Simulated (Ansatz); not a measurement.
Wavefunction ladder for `[F][In@H-]1[Br+][In@@H-]([F])[Br+]1`

```xyz
8

F     0.617    2.954   -0.092
In    0.549    1.352   -1.174
Br    1.813   -0.417    0.359
In   -0.536   -1.489    1.002
F    -0.820   -0.810    2.791
Br   -1.803    0.311   -0.492
H     0.898    1.165   -2.818
H    -0.718   -3.067    0.424
```

The species carries charge 0 and has multiplicity 1. Correlated methods include outer-core shells of Br, In, which these sets cover unevenly. Scalar relativity is left out up to krypton. In: def2 effective core potential. All single points use the PBE0-D4/def2-TZVP geometry. Frozen core, restricted reference, Ansatz 0.2.0.

| basis | HF (Eh) | MP2 corr. | CCSD corr. | (T) | CCSD(T) total |
| --- | --- | --- | --- | --- | --- |
| def2-SVP | -5722.67653 | ? | ? | ? | ? |
| def2-TZVPP | -5723.58416 | -1.62793 | – | – | – |
| def2-QZVPP | ? | -2.69656 | – | – | – |

(1) Fill in the withheld values. (Best estimate.)

Results:

(1) Computed: def2-SVP MP2 corr.: -1.01880; def2-SVP CCSD corr.: -1.03852; def2-SVP (T): -0.02225; def2-SVP CCSD(T) total: -5723.73730; def2-QZVPP HF (Eh): -5723.69653.
